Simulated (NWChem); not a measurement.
# Basis-set convergence for Ag2

```xyz
2

Ag     0.0000     0.0000     1.2995
Ag     0.0000     0.0000    -1.2995
```
Charge 0, spin multiplicity 1.

Program: NWChem. All single points use one geometry, from B3LYP/def2-SVP with def2 effective core potentials on Ag, a minimum by its harmonic frequencies.

Quantity: first vertical ionisation energy at the level G0W0@PBE.

Effective core potentials replace the inner electrons of Ag; spin-orbit coupling is left out. GW and range-separated runs recompute their integrals, the others keep them in memory, which bears on the times. The structure started from a generated list of species.

Costs are rough ratios of processor time within this set of runs, SCF included, with def2-SVP as 1.

```csv
basis,functions,first vertical ionisation energy (eV),relative cost
def2-SVP,62,7.18,1
def2-SVPD,68,7.21,3
def2-TZVP,80,7.31,4
def2-TZVPD,80,7.31,5
def2-TZVPP,112,7.50,10
```

Smallest basis within 0.05 eV of def2-TZVPP, the largest set run: no smaller one. def2-TZVPP isn't the basis-set limit itself, and a small set can land close by cancellation.
